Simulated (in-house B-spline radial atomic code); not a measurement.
# RPBE excitations of Si2+

Method: RPBE. Computed with a B-spline radial code for spherical atoms: linear response of the closed shell [Ne] 3s2 with the functional's adiabatic kernel; non-relativistic, point nucleus, no spin-orbit coupling, no double excitations, S, P, D and F terms only.

Command:
```bash
python run_td.py task.json out
```
Settings (radii: box in bohr, nucleus in fm):
```
Z                        14
electrons                12
configuration            [Ne] 3s2
hamiltonian              nr
method                   rpbe,pbe
box_radius               29.48
intervals                52
```

Cost of the run: 0.1 s on 1 thread of Intel(R) Xeon(R) 6975P-C (Granite Rapids) (shared host).

The lowest states, in the order of their Tamm-Dancoff energies; the method's threshold (minus the highest occupied level) is 28.411 eV. Labels give the largest channel, * marks a mixed state, and oscillator strengths are full-response dipole values. Semilocal kernels can invert the small singlet-triplet splittings of Rydberg terms. Energies in eV:

| state | full response | Tamm-Dancoff | oscillator strength |
| --- | --- | --- | --- |
| 3s → 3p 3P | ? | ? | - |
| 3s → 3p 1P | ? | ? | ? |
| 3s → 3d 3D | 15.927 | 16.062 | - |
| 3s → 3d 1D | 17.424 | 17.437 | - |
| 3s → 4s 3S | 18.225 | 18.237 | - |
| 3s → 4s 1S | 18.926 | 18.952 | - |
| 3s → 4p 3P | 20.447 | 20.463 | - |
| 3s → 4p 1P | 20.797 | 20.832 | 0.0151 |
| 3s → 4d 3D | 23.317 | 23.336 | - |
| 3s → 4d 1D | 23.581 | 23.584 | - |
| 3s → 5s 3S | 23.763 | 23.766 | - |
| 3s → 5s 1S | 23.920 | 23.927 | - |
| 3s → 4f 3F | 24.156 | 24.166 | - |
| 3s → 4f 1F | 24.199 | 24.204 | - |
| 3s → 5p 3P | 24.501 | 24.504 | - |

Where does 3s → 3p 1P lie?

At 10.097 eV in full response, 10.511 eV in Tamm-Dancoff, oscillator strength 1.61.

Where does 3s → 3p 3P lie?

At 5.758 eV in full response, 6.085 eV in Tamm-Dancoff.

How large is the singlet-triplet splitting of 3s → 3p (P terms) in Tamm-Dancoff?

4.43 eV, from the unrounded values.

What polarisabilities and dispersion coefficient does the method give?

Dipole 11.99 bohr³, quadrupole 37.97 bohr⁵, C6 41.66 hartree·bohr⁶ for two such species.
